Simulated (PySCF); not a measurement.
boric acid (BH3O3), SMILES OB(O)O. The structure is a stationary point at TPSSh-D3(BJ)/def2-SVP. The values are those of a single conformer.

Computed equilibrium geometry at TPSSh-D3(BJ)/def2-SVP (PySCF confirms it by a frequency run) as bond lengths and angles, and its point group (one conformer of several):
point group Cs.
Atoms: O1 B2 O3 O4 H5 H6 H7. Bonded distances (Å): O1–B2 1.365, O1–H5 0.967, B2–O3 1.381, B2–O4 1.372, O3–H6 0.965, O4–H7 0.965. Bond angles (°): B2–O1–H5 110.9, O1–B2–O3 118.3, O1–B2–O4 116.5, O3–B2–O4 125.2, B2–O3–H6 115.2, B2–O4–H7 114.6.
